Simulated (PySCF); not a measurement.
BrH5N2Sn. Atoms are numbered in the order given.

```xyz
9

Sn     0.1517    -0.5966     0.4342
N     -1.4039    -1.8532     0.1077
N      1.7417    -1.4118    -0.5198
Br    -0.2924     1.6940    -0.5344
H      0.4247    -0.3862     2.1032
H     -2.1588    -1.7337     0.7811
H     -1.8086    -1.7505    -0.8217
H      1.4472    -2.0173    -1.2848
H      2.3817    -0.7176    -0.9019
```

Geometry optimised at PBE0-D3(BJ)/def2-SVP. The structure was generated by enumeration; whether it is a known compound was not checked. The def2 effective core potentials stand for the cores of Sn; spin–orbit coupling is left out. Other conformers were not sampled.

The numbers are results of M06-2X/def2-TZVP in PySCF, not measurements.

ESP charges are fitted to the potential on shells at 1.4 to 2.0 van der Waals radii. Atomic charges (e):

```csv
atom,ESP fit,Löwdin,Mulliken
Sn1,___,0.37,1.02
N2,-0.85,-0.44,-0.83
N3,-0.88,-0.44,-0.82
Br4,___,-0.04,-0.39
H5,-0.05,-0.06,-0.02
H6,___,0.15,0.26
H7,___,0.15,0.26
H8,___,0.15,0.26
H9,___,0.15,0.26
```

### Question
Some entries are withheld; supply them. (Estimate from the structure and the level; the computed values follow.)

### Answer

- Sn1, ESP fit: 0.75
- Br4, ESP fit: -0.31
- H6, ESP fit: 0.32
- H7, ESP fit: 0.32
- H8, ESP fit: 0.36
- H9, ESP fit: 0.33
